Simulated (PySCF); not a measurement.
Br2FHSi. Atoms are numbered in the order given.

```xyz
5

Si     0.4411    -0.7229     0.0000
F     -0.4401    -2.0783     0.0000
Br    -0.0583     0.4273    -1.8122
Br    -0.0583     0.4273     1.8122
H      1.8671    -1.0838     0.0000
```
Charge 0, spin multiplicity 1.

The structure is a stationary point at TPSSh-D3(BJ)/def2-SVP. The structure was generated by enumeration, and PubChem lists no compound with its InChIKey, so it may never have been made.

These are PySCF with HF/pcSseg-1 values and carry that method's errors.

GIAO shieldings, no solvent; atoms alike by connectivity are averaged. δ = σ(ref) − σ: ²⁹Si against TMS (σ = 393.8 ppm); ¹⁹F against CFCl3 (σ = 238.5 ppm); ¹H against TMS (σ = 31.99 ppm), references at their B3LYP-D3(BJ)/def2-TZVP geometries, non-relativistic (without spin–orbit terms, shifts of atoms bonded to Cl or Br come out too high).

Q: Estimate the chemical shifts. (An estimate is asked for; the answer gives what the named calculation found.)

A: 
| nucleus | atoms | count | δ (ppm) |
|---|---|---|---|
| ²⁹Si | Si1 | 1 | 7.1 |
| ¹⁹F | F2 | 1 | -99.2 |
| ¹H | H5 | 1 | 5.87 |
